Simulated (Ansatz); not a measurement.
Abridged output of a molecular run in Ansatz:

```
Functional definition: HF
1263 factors; integrals over basis functions are off by at most 1.2e-3 eV
mean field evaluation 1: about -84625.8243 eV, gradient 2.5e1 eV
mean field evaluation 2: about -84626.0342 eV, gradient 2.5e1 eV
mean field evaluation 4: about -84627.9103 eV, gradient 3.3e0 eV
mean field evaluation 8: about -84627.9537 eV, gradient 2.6e-1 eV
mean field -84627.95420148 eV, -3110.0199540167 hartree, gradient 3.2e-6 eV, S^2 0.000000; 0 other end points of the search recorded, 0 dependent functions left out
16 core orbitals not correlated: weight in the atoms' cores, before any rotation towards them, 1.000 or more for the frozen orbitals, at most 0.000 for the correlated occupied ones
reference -84627.95420148 eV, -3110.0199540167 hartree; 18, 18 occupied and 174, 174 virtual orbitals, 1263 factors
second order -22.26602827 eV of doubles, -0.00000000 eV of singles
cycle   1  -22.65949180 eV  change   -3.9e-1 eV  update   9.3e-2
cycle   2  -23.18922800 eV  change   -5.3e-1 eV  update   2.6e-2
cycle   3  -23.27747317 eV  change   -8.8e-2 eV  update   1.1e-2
cycle   4  -23.27031222 eV  change    7.2e-3 eV  update   2.4e-3
cycle   5  -23.27079348 eV  change   -4.8e-4 eV  update   9.1e-4
cycle   6  -23.27093147 eV  change   -1.4e-4 eV  update   2.3e-4
cycle   7  -23.27086704 eV  change    6.4e-5 eV  update   1.1e-4
cycle   8  -23.27086719 eV  change   -1.4e-7 eV  update   3.6e-5
perturbative correction -0.94275198 eV, -0.0346454963 hartree
Total energy: -84652.16782065 eV, -3110.9097881086 hartree
```

Its atoms:

Cartesian coordinates in Å:
```
C 0.730 -0.401 0.053
C -0.627 0.216 -0.137
Cl -0.545 1.631 -1.198
Br -1.411 0.693 1.581
H 1.412 0.308 0.521
H 0.649 -1.286 0.686
H 1.135 -0.693 -0.919
H -1.342 -0.467 -0.587
```

Question: Which basis set was used?
A. def2-SVPD
B. def2-TZVPPD
C. def2-SVP
D. def2-TZVPP

Answer: D. It gives 208 functions.

Question: Write the keys of the input that set method, charge and spin (a neutral closed shell needs none for the last two).

Answer: 
```yaml
correlation: {method: ccsd_t}
```
